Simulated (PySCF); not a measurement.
Computed shifts of a molecule C2H10OSi3, PBE/pcSseg-1 (PySCF), GIAO, gas phase, atoms alike by connectivity averaged where their shifts nearly agree, in ppm (number of nuclei): ¹³C: 198.6 (1), 36.2 (1). ²⁹Si: -71.9 (1), -111.0 (1), -116.8 (1). ¹H: 10.23 (1), 4.68 (1), 4.20 (1), 3.99 (3), 3.89 (1), 3.78 (1), 2.31 (2). References: ¹⁷O against H2O (σ = 334.3 ppm); ¹³C against TMS (σ = 182.0 ppm); ²⁹Si against TMS (σ = 335.4 ppm); ¹H against TMS (σ = 31.49 ppm), references at their B3LYP-D3(BJ)/def2-TZVP geometries, non-relativistic. Coordinates come from a B3LYP-D3(BJ)/def2-SVP optimisation. The values are those of a single conformer.

Problem. Which molecule gave these data?
A. C[Si@]1([SiH3])CO[SiH2]1
B. O[C@@H]1[SiH2]C[Si@H]1[SiH3]
C. O=CC[SiH2][SiH2][SiH3]
D. C=C[SiH2][SiH2][SiH2]O

Solution. C, O=CC[SiH2][SiH2][SiH3]
